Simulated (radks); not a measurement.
Values are calculated unless marked as measured or tabulated.
The nuclear charge of the argon ion Ar2+ is varied continuously with 16 electrons held in [Ne] 3s2 3p4. Code: a radial shooting solver on a logarithmic mesh with Libxc functionals. Model: scalar-relativistic Kohn-Sham, PBE, spin-polarised, spherical densities, finite nucleus; open shells are filled with parallel spins first; Fermi nuclear charge, rms radius 3.4274 fm. By the Hellmann-Feynman theorem dE/dZ = E(electron-nucleus)/Z, the electronic potential at the nucleus (averaged over a nucleus of fixed radius). The scalar-relativistic energy here is not variational (the density holds large components alone), so the two differ by a part that grows with Z.

Z,E (hartree),E(electron-nucleus)/Z (hartree),HOMO,e(HOMO) (eV),<r> HOMO (bohr)
17.5,-493.69856,-66.6470,3p,-25.653,1.591
17.75,-510.51546,-67.8410,3p,-29.711,1.533
18,-527.63118,-69.0349,3p,-33.982,1.479
18.25,-545.04570,-70.2288,3p,-38.464,1.430
18.5,-562.75904,-71.4227,3p,-43.153,1.384
18.75,-580.77124,-72.6168,3p,-48.048,1.341
19,-599.08235,-73.8110,3p,-53.149,1.302

The central difference of E at Z = 18 is -69.060 hartree, to compare with the third column; the second derivative is -4.78 hartree.
